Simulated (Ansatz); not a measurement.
Start from `N=C(Cl)[SiH2][SiH3]` and change one atom or group to get `N=C(Cl)[SiH2]O`.

Ansatz, PBE0-D4/def2-TZVP geometries, multiplicity 1. Each molecule was computed in one conformer, which needn't be the lowest.

```tsv
property	`N=C(Cl)[SiH2][SiH3]`
HOMO–LUMO gap (PBE0/def2-TZVPP) / eV	6.65
HOMO–LUMO gap (B3LYP/def2-TZVPP) / eV	6.22
LUMO energy (PBE/def2-TZVPP) / eV	-2.27
ideal-gas entropy at 298 K and 1 bar (rigid rotor, harmonic PBE0-D4/def2-TZVP) / J/(mol·K)	380
size of the dipole moment (B3LYP/def2-TZVPP) / D	2.67
LUMO energy (B3LYP/def2-TZVPP) / eV	-1.47
```

Problem. Give the same properties after the change, and the shifts. (Estimate.)

Solution. Ansatz gave: 
```tsv
property	`N=C(Cl)[SiH2]O`	shift
HOMO–LUMO gap (PBE0/def2-TZVPP) / eV	7.21	0.56
HOMO–LUMO gap (B3LYP/def2-TZVPP) / eV	6.75	0.53
LUMO energy (PBE/def2-TZVPP) / eV	-2.33	-0.06
ideal-gas entropy at 298 K and 1 bar (rigid rotor, harmonic PBE0-D4/def2-TZVP) / J/(mol·K)	344	-36
size of the dipole moment (B3LYP/def2-TZVPP) / D	1.13	-1.54
LUMO energy (B3LYP/def2-TZVPP) / eV	-1.52	-0.05
```

The zero-point energy changes by -26.9 kJ/mol with -6 modes. Dipoles are sizes alone; their direction can turn. Modes under 60 cm⁻¹, often nearly free rotors, make the harmonic entropy too high.

Positive LUMOs are unbound, so they and the gaps depend on the basis.

B3LYP here is the variant with VWN-RPA as its local correlation; programs differ in this.
